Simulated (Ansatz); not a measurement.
Breaking a bond: C₂, singlet.

Levels: RKS-PBE = restricted PBE/def2-SVP (Ansatz, a first-principles code); RKS-B3LYP = Ansatz with restricted B3LYP/def2-SVP; FCI = full CI/def2-SVP, frozen core run with Ansatz.

Energies relative to the lowest point of each curve near equilibrium, in kJ/mol; the last columns give the error against full CI:

```tsv
R / Å	RKS-PBE	RKS-B3LYP	FCI	RKS-PBE − FCI	RKS-B3LYP − FCI
0.92	949.2	916.6	920.0	29.2	-3.4
1.00	467.2	444.2	447.4	19.8	-3.2
1.08	191.7	177.2	180.0	11.7	-2.8
1.11	126.6	114.9	117.4	9.2	-2.5
1.19	25.5	20.6	22.2	3.3	-1.6
1.22	8.8	6.1	7.1	1.7	-1.0
1.25	0.9	0.3	0.5	0.4	-0.2
1.26	0.0	0.0	0.0	0.0	0.0
1.35	21.7	26.1	23.9	-2.2	2.1
1.36	26.8	30.8	29.1	-2.3	1.7
1.45	87.2	72.4	89.2	-2.0	-16.8
1.54	154.2	108.5	162.4	-8.2	-53.9
1.70	241.2	194.2	279.9	-38.7	-85.7
1.87	330.8	296.3	366.2	-35.3	-69.9
2.03	412.7	388.3	436.3	-23.6	-47.9
2.23	504.5	491.3	501.7	2.9	-10.4
2.48	600.3	598.9	550.4	49.9	48.5
2.77	686.2	696.9	575.7	110.5	121.1
3.05	747.7	768.6	585.6	162.1	183.0
```

RKS-PBE is furthest from FCI at 3.05 (162.1 kJ/mol, above); its mean absolute error over the points is 27.0 kJ/mol.

RKS-B3LYP is furthest from FCI at 3.05 (183.0 kJ/mol, above); its mean absolute error over the points is 34.5 kJ/mol.

The scan ran from 0.92 to 4.98 Å; beyond the distances shown full CI changes its symmetry label. The restricted form behind RKS-PBE, RKS-B3LYP keeps the bonding electrons paired and can't separate into open-shell fragments. Also computed but left out beside FCI, since their determinant holds another spin at the minimum (<S²> over 0.7 above the pure value): UHF, UCCSD, UCCSD(T), UCCSDT, UCCSDT(Q), UKS-B3LYP, UKS-PBE, UKS-B3LYP/6-31G*, UMP2/6-31G*, UKS-B3LYP/3-21G, UHF/6-31G*.
